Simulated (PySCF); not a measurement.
**Basis-set dependence of population analyses: `[CH3][GeH2][O][GeH2][NH2]`**

Species: CH₉Ge₂NO.
Atom-mapped SMILES: `[CH3:1][GeH2:2][O:3][GeH2:4][NH2:5]` (hydrogens: H6, H7, H8 on C1; H9, H10 on Ge2; H11, H12 on Ge4; H13, H14 on N5)

PBE0 throughout (PySCF), one geometry, spherical d and f functions. Geometry: PBE0-D3(BJ)/def2-SVP, one conformer, isolated molecule. The calculation is non-relativistic, for germanium too. Atoms taken as equivalent share a column and are averaged. The first 7 of 9 kinds of atom are listed.

Mulliken charges (e):

```tsv
basis	functions	C1	Ge2	O3	Ge4	N5	H6/H7/H8	H9/H10
STO-3G	60	-0.381	+0.574	-0.452	+0.662	-0.568	+0.076	-0.097
6-31G	99	-0.792	+0.819	-0.856	+0.935	-0.966	+0.198	-0.098
6-31G*	124	-0.673	+0.388	-0.639	+0.475	-0.869	+0.197	+0.006
cc-pVDZ	141	-0.293	+0.543	-0.614	+0.617	-0.372	+0.067	-0.077
def2-SVP	151	-0.332	+0.621	-0.664	+0.705	-0.435	+0.074	-0.096
def2-TZVP	243	-0.502	+0.390	-0.531	+0.447	-0.661	+0.147	-0.024
```

IAO charges (e):

| basis | functions | C1 | Ge2 | O3 | Ge4 | N5 | H6/H7/H8 | H9/H10 |
| --- | --- | --- | --- | --- | --- | --- | --- | --- |
| STO-3G | 60 | -0.667 | +0.889 | -0.676 | +0.948 | -0.706 | +0.133 | -0.141 |
| 6-31G | 99 | -0.713 | +0.809 | -0.791 | +0.880 | -0.814 | +0.165 | -0.097 |
| 6-31G* | 124 | -0.684 | +0.826 | -0.812 | +0.910 | -0.807 | +0.156 | -0.102 |
| cc-pVDZ | 141 | -0.689 | +0.851 | -0.812 | +0.933 | -0.806 | +0.155 | -0.112 |
| def2-SVP | 151 | -0.681 | +0.860 | -0.814 | +0.941 | -0.799 | +0.152 | -0.116 |
| def2-TZVP | 243 | -0.712 | +0.875 | -0.835 | +0.964 | -0.839 | +0.160 | -0.115 |

Some averages cover members that differ in this geometry, most widely: H6/H7/H8, Mulliken in 6-31G +0.188 to +0.214 e.

Q: Which scheme is steadiest as the basis changes?

A: Largest range over the bases for any column: IAO 0.16 e, Mulliken 0.59 e. IAO charges move least and Mulliken charges most, counted in e. Without the minimal STO-3G basis the ranges are IAO 0.08, Mulliken 0.59 e.

Q: How much do the charges still move between the two largest bases, def2-SVP and def2-TZVP?

A: At most, over all atoms: Mulliken 0.258 e, IAO 0.040 e.

Q: What do the same runs give for the total energy, the frontier levels and the dipole moment?

A: 
```
    basis  energy (Eh)  HOMO (eV)  LUMO (eV)  μ (D)
   STO-3G   -4276.8075      -3.17       5.70   1.52
    6-31G   -4326.0719      -7.27       0.64   2.98
   6-31G*   -4326.2413      -7.26       0.72   2.52
  cc-pVDZ   -4326.7692      -7.32       0.84   2.43
 def2-SVP   -4326.1807      -7.39       0.87   2.48
def2-TZVP   -4326.9100      -7.55       0.51   2.22
```

The dipole is fixed by the density alone, so its range of 1.46 D shows that the density itself changes with the basis, not only its division among atoms.
